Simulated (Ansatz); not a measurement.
Mulliken charges of CH₄F₂HfOSe, SMILES `C[Se][Hf]([OH])([F])[F]` from PBE/def2-TZVPP in Ansatz (PBE0-D4/def2-TZVP geometry).

| atom | x (Å) | y (Å) | z (Å) | charge (e) |
| --- | --- | --- | --- | --- |
| C1 | -0.980 | -1.757 | -0.578 | -0.367 |
| Se2 | -1.114 | 0.118 | -1.184 | -0.176 |
| Hf3 | 0.681 | 0.937 | 0.459 | 0.912 |
| O4 | 0.856 | 2.812 | 0.214 | -0.376 |
| F5 | 0.133 | 0.464 | 2.224 | -0.307 |
| F6 | 2.300 | -0.009 | 0.110 | -0.306 |
| H7 | -1.783 | -2.295 | -1.077 | 0.135 |
| H8 | -0.023 | -2.183 | -0.872 | 0.149 |
| H9 | -1.122 | -1.830 | 0.499 | 0.146 |
| H10 | 1.052 | 3.744 | 0.207 | 0.191 |

Question: By hand: the dipole of these point charges (1 e Å = 4.8032 D).

Answer: Σ q r = (-0.097, 0.094, -0.121) e Å, of length 0.181 e Å = 0.87 D.

Question: How does the dipole of the full density compare? (An estimate is asked.)

Answer: The calculation gave: (0.054, 0.268, 0.004) e Å, 1.31 D; the point charges give 0.66 times that, at 67° from its direction.

Point charges leave out the atoms' own dipoles, such as those of lone pairs, and Mulliken's split depends on the basis, so the two needn't agree.
